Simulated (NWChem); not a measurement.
## Total energies of CF₂I

```xyz
4

F      1.9251    -0.0767    -1.0732
C      1.3048     0.3407     0.0000
F      1.9251    -0.0767     1.0732
I     -0.8015    -0.0125     0.0000
```
Charge 0, spin multiplicity 2.

Program: NWChem. Structure: optimised with UPBE0/def2-SVP with def2 effective core potentials on I, a minimum by its harmonic frequencies.

Basis set: def2-SVP (68 functions).

```csv
method,total energy (Ha),relative cost
UHF,-533.13352,1
UMP2,-533.72707,under 3
UB2PLYP,-534.75977,under 3
UPBE,-534.99259,under 3
UB3LYP,-535.32217,under 3
UCAM-B3LYP,-535.16658,under 3
```

Total energies of different functionals aren't comparable as a measure of quality: only differences taken within one method are. Costs are rough ratios of processor time within this set of runs, SCF included, with UHF as 1.

Effective core potentials replace the inner electrons of I; spin-orbit coupling is left out. The correlated methods keep 7 core orbitals frozen. B3LYP has NWChem's definition, with VWN1-RPA local correlation. GW and range-separated runs recompute their integrals, the others keep them in memory, which bears on the times. The structure started from a generated list of species. The unpaired electrons of the parent sit in orbitals of symmetry a' (Cs labels of the run); other states weren't searched. The stability of the SCF solutions was not checked. Open-shell Hartree-Fock references start from PBE0 orbitals; any time given for them includes that run.
